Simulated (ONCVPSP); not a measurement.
# u(r) = r·R(r): atom against pseudo-atom (V)

Columns: radius, all-electron u(r) and pseudo u(r) of the 3p shell (level -44.04 eV) of vanadium in the configuration [Ne] 3s2 3p6 3d3 4s2; PBE, scalar-relativistic, ONCV scheme, ONCVPSP 4.0.1.

```
r (bohr)  all-electron  pseudo
   0.081       -0.3551  0.0265
   0.162       -0.5497  0.1029
   0.243       -0.4107  0.2202
   0.324       -0.1020  0.3657
   0.405        0.2396  0.5248
   0.486        0.5405  0.6816
   0.567        0.7732  0.8217
   0.648        0.9327  0.9335
   0.729        1.0263  1.0108
   0.810        1.0656  1.0517
   0.891        1.0637  1.0579
   0.972        1.0323  1.0334
   1.053        0.9810  0.9848
   1.134        0.9177  0.9205
   1.215        0.8478  0.8489
   1.296        0.7757  0.7758
   1.377        0.7041  0.7041
   1.458        0.6351  0.6351
   1.539        0.5699  0.5699
   1.620        0.5092  0.5092
   1.701        0.4533  0.4533
   1.782        0.4023  0.4023
   1.863        0.3562  0.3561
   1.944        0.3146  0.3146
   2.025        0.2774  0.2774
   2.106        0.2442  0.2442
```

Problem. How many radial nodes do the two functions have?

Solution. The all-electron 3p function has n − l − 1 = 1; the pseudo-wave has 0, since the states of the same l below it are removed with the core.

Problem. At about which radius was the pseudo-wave matched?

Solution. 1.40 bohr. The columns agree to 0.0005 from 1.30 bohr on; several derivatives are matched, so the curves merge somewhat inside the radius.

Problem. Where does each function peak?

Solution. Outermost all-electron maximum near 0.81 bohr, pseudo maximum near 0.89 bohr (to the table’s step).

Problem. Is the pseudo-wave norm-conserving?

Solution. Yes: the ONCV scheme keeps the norm inside the radius equal to the all-electron one, which fixes the energy derivative of the logarithmic derivative at the level.
